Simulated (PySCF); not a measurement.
B(I)(Me)2 (C2H6BI), SMILES CB(C)I. Atoms are numbered in the order given.

```xyz
10

B     -1.2025     0.2348     0.5137
I      0.7670    -0.1500    -0.3275
C     -1.5326    -0.3752     1.9127
H     -2.0012    -1.3610     1.7176
H     -2.2849     0.2202     2.4569
H     -0.6620    -0.5602     2.5569
C     -2.1961     1.1043    -0.3202
H     -3.2485     0.8745    -0.0836
H     -2.0399     1.0732    -1.4074
H     -2.0293     2.1541    -0.0046
```
Charge 0, spin multiplicity 1.

Geometry: B3LYP-D3(BJ)/def2-SVP. The def2 effective core potentials stand for the cores of I; spin–orbit coupling is left out.

These are TDDFT-M06-2X/def2-SVPD (PySCF) values and carry that method's errors.

Vertical excitations. The molecule is in vacuum.

| state | energy (eV) | λ (nm) | f | main pairs |
|---|---|---|---|---|
| S1 | 4.86 | 255 | 0.000 | HOMO→LUMO 98 % |
| S2 | 5.77 | 215 | 0.093 | HOMO−1→LUMO 95 % |
| S3 | 5.96 | 208 | 0.000 | HOMO−2→LUMO 97 % |
| S4 | 6.25 | 198 | 0.017 | HOMO→LUMO+1 46 %, HOMO→LUMO+2 32 %, HOMO→LUMO+5 12 % |
| S5 | 6.63 | 187 | 0.024 | HOMO−1→LUMO+1 32 %, HOMO−1→LUMO+2 25 %, HOMO−1→LUMO+5 12 %, HOMO→LUMO+1 10 % |
| S6 | 6.64 | 187 | 0.056 | HOMO→LUMO+1 37 %, HOMO→LUMO+2 27 %, HOMO→LUMO+5 13 %, HOMO−1→LUMO+1 9 % |
| S7 | 6.73 | 184 | 0.001 | HOMO−3→LUMO 94 % |
| S8 | 7.11 | 174 | 0.077 | HOMO−1→LUMO+1 52 %, HOMO−1→LUMO+2 30 %, HOMO−1→LUMO+5 16 % |
| S9 | 7.40 | 167 | 0.000 | HOMO→LUMO+4 88 % |
| S10 | 7.53 | 165 | 0.018 | HOMO→LUMO+3 83 % |
| T1 | 4.75 | 261 | 0 | HOMO→LUMO 96 % |
| T2 | 5.02 | 247 | 0 | HOMO−1→LUMO 98 % |
| T3 | 5.70 | 217 | 0 | HOMO−2→LUMO 97 % |
| T4 | 5.91 | 210 | 0 | HOMO→LUMO+2 35 %, HOMO→LUMO+1 30 %, HOMO→LUMO+5 23 %, HOMO→LUMO+8 6 % |
Triplets are in the Tamm–Dancoff approximation, which puts them higher than full response would, so one can lie above its singlet here.
